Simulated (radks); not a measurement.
Problem. The mean radii <r> (bohr) of the occupied orbitals of an atom or ion are listed with their occupations. Calculated with a radial shooting solver on a logarithmic mesh with Libxc functionals: Dirac Kohn-Sham, relativistic LDA (MacDonald-Vosko exchange, VWN5 correlation), spin-unpolarised, spherical densities, finite nucleus; Fermi nuclear charge, rms radius of each element as measured or else 0.836 A^(1/3) + 0.57 fm.

orbital  occ.      <r>
1s1/2       2  0.02792
2s1/2       2   0.1198
2p1/2       2   0.1010
2p3/2       4   0.1066
3s1/2       2   0.3226
3p1/2       2   0.3125
3p3/2       4   0.3239
3d3/2       4   0.2943
3d5/2       6   0.2979
4s1/2       2   0.7486
4p1/2       2   0.7762
4p3/2       4   0.8009
4d3/2       4   0.8769
4d5/2       3   0.8850

Name the element and its charge. Open shells, if any, fill j = l - 1/2 first.

Solution. Z = 52, tellurium, charge +9: Te9+ in [Kr] 4d7. The 1s radius gives Z: for a bare nucleus <r> = (2 gamma + 1)/(2Z) with gamma = sqrt(1 - (Z/c)^2), 0.02741 bohr for Z = 52, and screening makes it slightly larger (0.02792 here). The occupations add up to 43, and the charge is Z minus that.
